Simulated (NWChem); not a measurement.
Species: sulfur difluoride (SF2); SMILES FSF

All runs: NWChem. All runs use the structure optimised with PBE0/def2-SVP. Level: PBE0/def2-SVP with SMD (1 M gas to 1 M solution), gas-phase geometry.

For solvent n-hexane:

```yaml
solvation free energy (kcal/mol): -1.4
cavity-dispersion-structure term (kcal/mol): -0.8
dipole in solution (D): 1.50
```

**Question.** Estimate the same quantities for solvent water.

**Answer.** 
| Quantity | Value |
|---|---|
| solvation free energy (kcal/mol) | 0.4 |
| cavity-dispersion-structure term (kcal/mol) | 1.7 |
| dipole in solution (D) | 1.60 |
